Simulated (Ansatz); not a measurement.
Ideal-gas functions of `B1S[SiH2][Se]1` at 298.15 K and 1 bar, from an Ansatz frequency run at PBE0-D4/def2-TZVP.

Molar mass 152.95 g/mol, point group Cs (symmetry number 1), electronic degeneracy 1, moments of inertia 86.732, 251.126, 331.927 u Å². Harmonic wavenumbers (cm⁻¹, unscaled): 156, 280, 405, 514, 534, 607, 643, 728, 760, 806, 953, 1024, 2233, 2246, 2676.

Use S(trans) = R[1.5 ln M + 2.5 ln T − 1.1517]; rotational temperatures θ = 24.2544 K / I; S(rot) = R[ln(√π/σ · √(T³/θAθBθC)) + 1.5]; for each mode x = 1.438777 ν̃/T, S = R[x/(eˣ − 1) − ln(1 − e⁻ˣ)] and H = RT x/(eˣ − 1); 1 cm⁻¹ = 0.0119627 kJ/mol; R = 8.31446 J/(mol·K).

**Question.** By hand: the entropy, in J/(mol·K).

**Answer.** Translation 171.6. Rotation: θ = 0.2796, 0.0966, 0.0731 K, giving 114.2. Vibration, mode by mode: 10.87, 6.42, 3.95, 2.61, 2.42, 1.83, 1.60, 1.15, 1.01, 0.85, 0.47, 0.36, 0.00, 0.00, 0.00, in all 33.5. Electronic 0.0. Sum 319.3 J/(mol·K).

**Question.** By hand: H − E and G − E in kJ/mol, counted from the electronic energy.

**Answer.** Zero-point energy ½ × 14565 × 0.0119627 = 87.1; thermal vibration 6.4; translation, rotation and pV give 4 RT = 9.9. H − E = 103.4 kJ/mol, and G − E = 103.4 − 298.15 × 319.3/1000 = 8.2 kJ/mol.

Vibration gives 10 % of the entropy.
